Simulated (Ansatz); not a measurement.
CH5Ga (SMILES [CH3][GaH2]) moved off its minimum; all values from Ansatz (a first-principles code), cores frozen in correlated methods.
(charge 0, multiplicity 1)
```xyz
7

Ga    -0.03195    -0.34341    -0.34607
H     -1.31084    -0.28717    -1.11228
H      1.40354    -0.72189    -0.87248
C      0.09107     0.56872     1.26704
H     -0.32394     1.83753     1.25573
H      0.90115     0.65951     2.01224
H     -0.78754     0.56865     2.10475
```

Forces at wB97M-V/def2-TZVPP (eV/Å):

```csv
atom,Fx,Fy,Fz
Ga1,1.325,0.009,-0.842
H2,-0.881,-0.268,-0.554
H3,-0.320,-0.330,-0.145
C4,-3.385,5.345,5.466
H5,1.643,-3.238,-0.955
H6,0.287,-0.326,-1.031
H7,1.331,-1.192,-1.938
```

Question: Give the forces (eV/Å), the total energy and the dipole at CCSD(T)/cc-pVTZ.

Answer: 
```
atom      Fx      Fy      Fz
----  ------  ------  ------
Ga1    1.354  -0.187  -0.951
H2    -1.300  -0.258  -0.816
H3     0.036  -0.432  -0.295
C4    -3.285   5.427   5.794
H5     1.612  -3.069  -0.948
H6     0.342  -0.287  -0.949
H7     1.242  -1.195  -1.834
```
Energy -1964.3115 hartree, dipole 0.78 D.
